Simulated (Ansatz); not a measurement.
`C[O][In]([NH2])[NH2]`, relaxed with RKS PBE0-D4/def2-TZVP in the Gaussian-basis code of Ansatz from a GFN2-xTB geometry. The force threshold is 0.005 eV/Å; the program also tests the step.

Total charge 0; spin multiplicity 1. In: def2 effective core potential.

Start:

```xyz
12

C    -1.284    0.742   -1.633
O    -0.155   -0.044   -1.356
In    0.548   -0.377    0.487
N    -0.584    0.408    2.030
N     2.011   -1.827    0.478
H    -2.040    0.689   -0.840
H    -1.006    1.792   -1.787
H    -1.731    0.361   -2.558
H    -0.069    0.367    2.903
H    -0.791    1.389    1.857
H     2.868   -1.502    0.918
H     2.235   -1.997   -0.499
```

(1) By how much does the energy fall, and how many steps does the optimiser take? (Best estimate.)

(2) Which bonds change most? (Estimate.)

(3) Give the relaxed structure. (Best estimate.)

## Answers

(1) Computed: 0.08 eV, in 20 steps.

(2) Computed: In3–N4 from 2.068 to 2.019 Å; In3–N5 from 2.060 to 2.012 Å; O2–In3 from 2.000 to 1.990 Å; N5–H12 from 1.017 to 1.011 Å.

(3) Ansatz gave: 
```xyz
12

C    -1.343    0.720   -1.589
O    -0.237   -0.117   -1.401
In    0.564   -0.404    0.398
N    -0.399    0.471    1.943
N     1.999   -1.814    0.437
H    -2.216    0.421   -0.991
H    -1.127    1.774   -1.353
H    -1.642    0.681   -2.643
H     0.137    0.630    2.784
H    -0.896    1.319    1.712
H     2.704   -1.721    1.154
H     2.458   -1.959   -0.452
```
